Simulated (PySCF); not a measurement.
Iodine: a sound run and one with changed settings

Sound run: I⁺ [Kr] 4d10 5s2 5p4, I²⁺ [Kr] 4d10 5s2 5p3. Calculation: PySCF 2.14, in x2c-SVPall (6s5p3d, 36 functions); scalar relativity by spin-free X2C-1e. In the sound run the correlated levels freeze [Kr] 4d10. The sound run starts from symmetry-adapted Hartree-Fock orbitals and uses a fine grid where one is needed.

Changed run: initial guess atom, at most 50 SCF cycles.

| species | method | sound run (hartree) | changed run (hartree) | converged |
| --- | --- | --- | --- | --- |
| I⁺ | UHF | -7111.54266 | -7111.54266 | yes |
| I⁺ | r2SCAN | -7114.41286 | -7114.41286 | yes |
| I⁺ | CCSD(T) | -7111.61347 | -7111.61347 | yes |
| I²⁺ | PBE0 | -7113.36562 | -7113.36562 | yes |
| I²⁺ | MP2 | -7110.93421 | -7110.93421 | yes |

Here the plain start reaches the same solutions.
